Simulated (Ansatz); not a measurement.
Harmonic frequencies (cm⁻¹) at PBE0-D4/def2-TZVP from Ansatz: 77, 192, 392, 413, 574, 680, 718, 725, 766, 1059, 1250, 1281, 1470, 1939, 1954, 1957, 3058, 3121.

Problem. Which molecule is it?
A. `[F][Ge]1([F])[CH2][O]1`
B. `CB1C=C1`
C. `F[CH2][SnH3]`
D. `[CH3][SnH2][F]`

Solution. C.
